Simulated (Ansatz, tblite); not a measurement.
Removing and adding an electron: the cluster Mg₂S₂ (the lowest singlet isomer of a short search). Charge 0, multiplicity 1. Geometry: r2SCAN-D4/def2-TZVP. Ansatz, gas phase; energy differences of separate SCF runs; the oxidised species was run as a doublet alone; the reduced species was run as a doublet alone.

| atom | x (Å) | y (Å) | z (Å) |
| --- | --- | --- | --- |
| Mg1 | 0.181 | 1.209 | 0.468 |
| Mg2 | -0.181 | -1.209 | -0.468 |
| S3 | -1.093 | -0.418 | 1.501 |
| S4 | 1.093 | 0.418 | -1.501 |

The xTB rows come from tblite. Correlated methods freeze 12 core orbitals; core or outer-core shells of Mg are correlated, in sets that lack core-valence functions. In CCSD on the charge 1 doublet the largest single amplitude is 0.30, so its Hartree–Fock determinant may place the open shell otherwise than the density functionals do. The structure comes from a short search, and lower isomers may exist.

```
               level  −HOMO (eV)  vertical IE (eV)  −LUMO (eV)  vertical EA (eV)  HOMO–LUMO gap (eV)  IE − EA (eV)                       remarks
            GFN1-xTB       10.08             13.63        7.96              4.70                2.11          8.93                             –
            GFN2-xTB        9.74             12.75        8.23              5.34                1.51          7.41                             –
       HF/def2-TZVPP           –              7.10           –                 –                   –             –                             –
    PBE-D4/def2-TZVP        5.09              7.76        3.29                 –                1.80             –                             –
   PBE-D4/def2-TZVPD        5.12                 –        3.31              1.58                1.81             –  HOMO above zero (-1 doublet)
 r2SCAN-D4/def2-TZVP        5.27              7.82        2.93                 –                2.34             –                             –
r2SCAN-D4/def2-TZVPD        5.28                 –        2.93              1.59                2.36             –  HOMO above zero (-1 doublet)
   PBE0-D4/def2-TZVP        6.12              7.93        2.64                 –                3.48             –                             –
  PBE0-D4/def2-TZVPD        6.14                 –        2.65              1.50                3.49             –                             –
      MP2/def2-TZVPP           –              8.28           –                 –                   –             –                             –
     CCSD/def2-TZVPP           –              8.01           –                 –                   –             –                             –
  CCSD(T)/def2-TZVPP           –              8.04           –                 –                   –             –                             –
```

   A HOMO above zero means that the electron is unbound at that level or that self-interaction error raises the level; the energy of removing that electron tells which. Raw xTB energy differences between charge states are shifted by several eV; the methods need an empirical correction for them.
